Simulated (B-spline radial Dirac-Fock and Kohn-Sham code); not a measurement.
## Anomalous scattering factors of Tm, 6.9303 keV to 55.94 keV

Level of theory: the dispersion relation over Dirac-Hartree-Slater subshell photoionisation cross sections, with the Kissel-Pratt high-energy constant (isolated atom, no bound-bound lines or fine structure); an atomic code on a B-spline grid. The forward scattering factor is f₀ + f′ + i f″.

Input of the calculation (task.json; shells as n, l, electrons):

```json
{"items": [{
  "Z": 69,
  "q": 0,
  "cfg": [[1, 0, 2], [2, 0, 2], [2, 1, 6], [3, 0, 2], [3, 1, 6], [3, 2, 10], [4, 0, 2], [4, 1, 6], [4, 2, 10], [4, 3, 13], [5, 0, 2], [5, 1, 6], [6, 0, 2]],
  "A": 169,
  "rrms": 5.2256,
  "do": "dispersion",
  "hv": [799.3, 966.3, 1000.0, 1253.6, 1285.0, 1400.0, 1480.0, 1485.0, 1486.9, 2000.0, 2397.0, 2984.4, 3199.0, 3704.0, 4000.0, 4364.0, 4510.9, 4612.0, 4754.0, 4997.0, 5414.7, 5861.0, 6000.0, 6403.9, 6930.3, 7688.0, 7981.0, 8047.8, 9135.0, 9251.7, 11400.0, 11980.0, 12000.0, 15000.0, 17300.0, 17479.3, 19980.0, 22162.9, 24209.8, 30000.0, 32100.0, 40000.0, 49640.0, 55940.0],
  "edges": {"K": 59390.0, "L1": 10116.0, "L2": 9617.0, "L3": 8648.0, "M1": 2307.0, "M2": 2090.0, "M3": 1885.0, "M4": 1515.0, "M5": 1468.0, "N1": 470.9, "N2": 385.9, "N3": 332.6, "N4": 175.5, "N5": 175.5}
}]}
```

Run with: `python xray2_run.py task.json out`

Edges near this range: K 59390.0 eV, L1 10116.0 eV, L2 9617.0 eV, L3 8648.0 eV.

| hν (eV) | λ (Å) | f′ (e) | f″ (e) | tabulated f′ | tabulated f″ |
| --- | --- | --- | --- | --- | --- |
| 6930.3 | 1.789 | -5.675 | 5.462 | -5.74 | 5.20 |
| 7688 | 1.613 | -6.972 | 4.633 | -7.04 | 4.44 |
| 7981 | 1.553 | -7.768 | 4.364 | -7.89 | 4.20 |
| 8047.8 | 1.541 | -7.997 | 4.306 | -8.09 | 4.15 |
| 9135 | 1.357 | -8.789 | 9.483 | -8.89 | 9.39 |
| 9251.7 | 1.340 | ? | ? | ? | ? |
| 11400 | 1.088 | -2.978 | 10.596 | -3.02 | 10.37 |
| 11980 | 1.035 | -2.212 | 9.798 | -2.26 | 9.58 |
| 12000 | 1.033 | -2.190 | 9.772 | -2.23 | 9.56 |
| 15000 | 0.8266 | -0.579 | 6.820 | -0.61 | 6.65 |
| 17300 | 0.7167 | -0.266 | 5.392 | -0.30 | 5.26 |
| 17479.3 | 0.7093 | -0.254 | 5.300 | -0.28 | 5.18 |
| 19980 | 0.6205 | -0.201 | 4.238 | -0.23 | 4.14 |
| 22162.9 | 0.5594 | -0.244 | 3.555 | -0.27 | 3.48 |
| 24209.8 | 0.5121 | -0.319 | 3.057 | -0.34 | 3.00 |
| 30000 | 0.4133 | -0.587 | 2.110 | -0.61 | 2.07 |
| 32100 | 0.3862 | -0.689 | 1.875 | -0.71 | 1.84 |
| 40000 | 0.3100 | -1.069 | 1.273 | -1.09 | 1.25 |
| 49640 | 0.2498 | -1.634 | 0.867 | -1.64 | 0.85 |
| 55940 | 0.2216 | -2.402 | 0.700 | -2.40 | 0.68 |

Task: What are f′ and f″ at Ga Kα (9251.7 eV)?

Result: f′ = -8.608 and f″ = 9.285 electrons (tables: -8.72 and 9.23). By the optical theorem f″ corresponds to a photoabsorption cross section 2 rₑ λ f″ = 70100 b.

Tabulated f′: xraylib 4.2 anomalous scattering factors (Cullen et al., EPDL97); f″: Chantler's tables (J. Phys. Chem. Ref. Data 1995 and 2000). Both are theoretical tables.
